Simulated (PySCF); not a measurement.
Spinor energies of Ir⁺ (iridium, charge +1)

Start: [Xe] 4f14 5d7 6s1; 5d3/2 filled at m_j = +1/2, +3/2; 5d5/2 filled at m_j = -3/2, -1/2, +1/2, +3/2, +5/2; 6s1/2 filled at m_j = +1/2. Calculated with PySCF 2.14 in x2c-TZVPall-2c (11s11p10d2f, 108 functions): generalised Hartree-Fock with the X2C-1e Hamiltonian and a Gaussian nucleus; spin-orbit coupling (SO) screened by Boettger's factors. This is a chosen level, not necessarily the ground level.

| spinor shell | electrons | ε, screened SO (eV) | weight of nominal j (screened SO) | rms radius, screened SO (bohr) |
| --- | --- | --- | --- | --- |
| 1s1/2 | 2 | -76516.0 | 1.000 | 0.0197 |
| 2s1/2 | 2 | -13536.4 | 1.000 | 0.0795 |
| 2p1/2 | 2 | -12944.8 | 1.000 | 0.0675 |
| 2p3/2 | 4 | -11311.5 | 1.000 | 0.0752 |
| 3s1/2 | 2 | -3237.6 | 1.000 | 0.203 |
| 3p1/2 | 2 | -2973.2 | 1.000 | 0.195 |
| 3p3/2 | 4 | -2609.9 | 1.000 | 0.210 |
| 3d3/2 | 4 | -2173.6 | 1.000 | 0.185 |
| 3d5/2 | 6 | -2095.4 | 1.000 | 0.189 |
| 4s1/2 | 2 | -731.82 | 1.000 | 0.450 |
| 4p1/2 | 2 | -619.15 | 1.000 | 0.456 |
| 4p3/2 | 4 | -532.04 | 1.000 | 0.490 |
| 4d3/2 | 4 | -347.06 | 1.000 | 0.507 |
| 4d5/2 | 6 | -330.12 | 1.000 | 0.519 |
| 5s1/2 | 2 | -123.39 | 1.000 | 1.05 |
| 4f5/2 | 6 | -92.171 | 0.996 | 0.586 |
| 4f7/2 | 8 | -88.897 | 0.997 | 0.587 |
| 5p1/2 | 2 | -86.755 | 0.983 | 1.16 |
| 5p3/2 | 4 | -70.557 | 0.992 | 1.25 |
| 5d3/2 | 2 | -21.263 | 0.566 | 1.78 |
| 5d5/2 | 5 | -21.589 | 0.481 | 1.79 |
| 6s1/2 | 1 | -16.601 | 0.995 | 2.95 |

```tsv
quantity	screened SO
E (hartree)	-17838.76024
M_J	5
⟨J²⟩	30.011
⟨L²⟩	12.792
⟨S²⟩	5.842
```

Each row is a mean over spinors that exchange with the open shell spreads, by up to 7.350 eV (5p3/2).

Rows whose weight is well below 1 are mixtures of j = l ± 1/2: exchange outweighs spin-orbit coupling there, and the label is only the starting occupation.

Breit and QED terms are absent; they matter most for the inner s and p1/2 levels.

Densities and radii are taken from the X2C orbitals without a picture-change correction, which distorts them close to the nucleus.
